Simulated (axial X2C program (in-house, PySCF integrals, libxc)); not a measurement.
W₂ along the bond: HF, 2c

Calculated with an in-house relativistic program for diatomic molecules. Two-component (2c) means X2C with spin–orbit coupling and atomic mean-field two-electron Coulomb and Gaunt terms. Basis: W dyall-cv3z [13s14p9d7f4g] (cores contracted in-house); Gaussian nuclei, density fitting, unrestricted open shells. Masses: W 183.951 u.

State: Ω = 5 (⟨Sz⟩ = 4.95, ⟨Lz⟩ = 0.05 at HF).

Results along the bond:

| R (Å) | HOMO (eV) | LUMO (eV) |
| --- | --- | --- |
| 2.451 | -6.13 | -0.03 |
| 2.563 | -6.14 | 0.02 |
| 2.648 | -6.12 | 0.06 |
| 2.732 | -6.08 | 0.10 |
| 2.817 | -6.03 | 0.14 |
| 2.916 | -5.97 | 0.17 |
| 3.014 | -5.90 | 0.21 |
| 3.141 | -5.79 | 0.24 |
| 3.296 | -5.66 | 0.21 |
| 3.521 | -5.46 | 0.13 |

The state is one determinant with fixed occupations, lowest in a PBE0 search at one distance only: followed along the bond, the 2c determinant Ω = 4 reaches 0.12 eV lower at PBE0, so the state shown is not the lowest. With several unpaired electrons one determinant need not be a pure state. Open-shell Ω = 0 determinants with evenly filled partner blocks cannot be reached by this program, so the Ω shown need not be the lowest component.
